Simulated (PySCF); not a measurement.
## Ionisation energy of Sm(32+) by level of theory

Sm(32+) [Ar] 3d10 4s2 → Sm(33+) [Ar] 3d10 4s1 [4s1/2^1, M_J = 1/2], as a difference of total energies. Computed with PySCF 2.14 in an even-tempered Gaussian basis (17 s from 3.1 bohr⁻², ratio 2.8; 13 p from 4.1 bohr⁻², ratio 2.8; 8 d from 7.2 bohr⁻², ratio 2.8; 4 f from 17 bohr⁻², ratio 3), with the two-component X2C-1e Hamiltonian. Correlated levels: [Ne] frozen; the 74 highest virtual spinors dropped. "Screened" scales the spin-orbit matrix elements by Boettger's factors to mimic the two-electron term; Breit and QED terms are absent.

```
                    method  ionisation energy (eV)
           GHF (spin-free)                  1323.2
          GMP2 (spin-free)                  1325.8
 GHF (screened spin-orbit)                  1323.1
GMP2 (screened spin-orbit)                  1325.8
```

Q: How much does correlation contribute at GMP2 (screened spin-orbit)?

A: 1325.8 − (1323.1) = 2.7 eV, measured against GHF (screened spin-orbit).

Breit and QED terms and the two-electron picture change are absent.

For comparison: 1332 ± 4 eV (theoretical estimate listed by NIST; NIST Atomic Spectra Database, ionization energies).
